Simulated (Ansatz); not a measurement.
`C[SiH](S)[SiH2][AlH2]`, charge 0, multiplicity 1.

(1) Give a relaxed structure at PBE0-D4/def2-TZVP (Ansatz 0.2.0). (An estimate is asked.)

Results:

(1) Computed: 
Z-matrix (Å, degrees):
```
C
Si 1 1.868
H 1 1.094 2 109.1
H 1 1.092 2 111.3 3 -119.7
H 1 1.092 2 111.0 3 118.7
S 2 2.239 1 108.6 3 175.2
Si 2 2.331 1 126.2 3 -73.3
H 2 1.489 1 110.4 3 68.2
Al 6 2.521 2 84.8 1 156.6
H 6 1.346 2 95.0 1 63.6
H 7 1.496 2 104.9 1 -28.9
H 7 1.490 2 112.4 1 88.4
H 9 1.591 6 103.2 2 -144.1
H 9 1.592 6 100.0 2 89.6
```
This is one stationary point; other conformers may exist.
